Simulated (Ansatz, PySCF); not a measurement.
Pair of molecules: CH6Ge (SMILES [CH3][GeH3]) (first 8 atoms) with H2O (SMILES O); geometry from B3LYP-D3(BJ)/def2-TZVP, rigid monomers moved along the line of their centres of mass till Ge2···O9 is 3.95 Å.
(charge 0, multiplicity 1):
```xyz
11

C     -0.253     1.631     0.352
Ge     0.361    -0.221     0.165
H     -0.694     1.759     1.339
H     -1.000     1.858    -0.409
H      0.584     2.319     0.238
H      1.412    -0.562     1.242
H      0.999    -0.466    -1.217
H     -0.815    -1.208     0.326
O     -1.161    -0.239     3.813
H     -0.246    -0.533     3.880
H     -1.601    -0.918     3.291
```

Counterpoise-corrected where a basis set is named; no monomer relaxation. Rows marked so take none.

Rows in 3-21G carry no dispersion term and start afresh at each structure; the Pople sets are all-electron and without relativity.

Codes used: Ansatz (Gaussian basis) for Hartree–Fock, density functionals and correlated methods; PySCF for 3-21G rows, the dispersion terms. 

Problem. Give the interaction energy at the level r2SCAN-D4/def2-TZVPPD.

Solution. -73 meV

Problem. What is the computed interaction energy (HF/3-21G (no counterpoise))?

Solution. -162 meV

Problem. What is the computed interaction energy (HF/aug-cc-pVDZ)?

Solution. -28 meV

Ansatz is a program for electronic structure.
